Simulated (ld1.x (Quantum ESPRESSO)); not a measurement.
**LDA (PZ) ultrasoft dataset for Sm (Z = 62), scalar-relativistic all-electron reference.**

Sm, ultrasoft, made with ld1.x (Quantum ESPRESSO) 7.5 (LDA (PZ), scalar-relativistic). Core [Kr] 4d10, reference 4f5 5s2 5p6 5d0 6s0 6p0 (charge +3). Waves: 5s (bound): rcut 1.85, rcutus 2.00 bohr; 6s (bound, empty): rcut 1.85, rcutus 2.00 bohr; 5p (bound): rcut 2.05, rcutus 2.85 bohr; 6p (bound, empty): rcut 2.05, rcutus 2.85 bohr; 5d (bound, empty): rcut 2.20, rcutus 3.05 bohr; 5d channel at 0.55 Ry: rcut 2.20, rcutus 3.05 bohr; 4f (bound): rcut 1.10, rcutus 1.40 bohr; 4f channel at 0.35 Ry: rcut 1.10, rcutus 1.40 bohr. Local part: all-electron potential smoothed inside 1.30 bohr (lloc = -2). Core correction: a·sin(br)/r model core, default radius (core density twice the valence density). Augmentation charge: PSQ, radius 0.95 bohr.

Poles of the logarithmic derivatives, all-electron (AE) and pseudo (PS). s: poles at -5.2, -0.2 (AE) and -5.2, -0.2, 2.9 (PS) Ry. p: poles at -3.6, 0.9 (AE) and -3.6, 0.6, 3.4 (PS) Ry. d: poles at -1.5, 2.8 (AE) and -1.5, 2.4 (PS) Ry. f: poles at -2.4, 0.9 (AE) and -2.4, 0.9 (PS) Ry. Test radius 3.29 bohr.

- Cutoffs needed: 70 Ry and 110 Ry (the cutoffs (Ry, on a coarse ladder) from which the occupation-weighted sum of valence levels, in a spherical-Bessel basis at the reference potential, stays within 10 and 1 mRy of its value at 400 Ry)
- Ghost test: no extra level below or beside the all-electron valence levels (s, p, d, f tested) (spherical-Bessel basis up to 400 Ry, 20 bohr box)
- Configuration tests: test run stopped at test 5 of 9 (negative rho)
- Lowest eigenvalue of the overlap operator: 0.19 (f channel)
- Density cutoff estimated by the generator: 631 Ry
